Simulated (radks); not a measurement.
Values are calculated unless marked as measured or tabulated.
Task: The table gives one normalised radial function P(r) = r R(r) (large component) of Ru2+ in [Kr] 4d6 (r in bohr). Code: a radial shooting solver on a logarithmic mesh with Libxc functionals. Model: Dirac Kohn-Sham, PBE, spin-unpolarised, spherical densities, finite nucleus; open shells fill j = l - 1/2 first; Fermi nuclear charge, rms radius 4.4809 fm.

| r | P |
|---|---|
| 0.004987 | 0.1483 |
| 0.007499 | 0.1926 |
| 0.01119 | 0.2318 |
| 0.01669 | 0.2467 |
| 0.0251 | 0.2022 |
| 0.03744 | 0.0627 |
| 0.05585 | -0.1705 |
| 0.08332 | -0.3841 |
| 0.1253 | -0.3277 |
| 0.1869 | 0.1403 |
| 0.2789 | 0.6126 |
| 0.4194 | 0.3072 |
| 0.6256 | -0.6730 |
| 0.9333 | -1.1561 |
| 1.392 | -0.7144 |
| 2.094 | -0.1834 |
| 3.124 | -0.0176 |
| 4.66 | -0.0004 |

Which n and l does it have? It may be an empty orbital.

Result: n = 4, l = 0: the number of nodes gives n - l - 1 = 3, the rise at small r points to l (this Dirac orbital starts outside the nucleus as r^gamma with gamma = sqrt((l + 1)^2 - (Z/c)^2) = 0.95; the j = 1/2 orbital of l + 1 starts with the same power, but with a smaller coefficient, and then steepens), and the extent must fit the shell. The curve is that of 4s1/2. 4s1/2: eigenvalue -96.354 eV, 3 radial nodes at r = 0.0422, 0.170, 0.480 bohr, <r> = 1.02 bohr, 90 % of the charge inside 1.48 bohr.
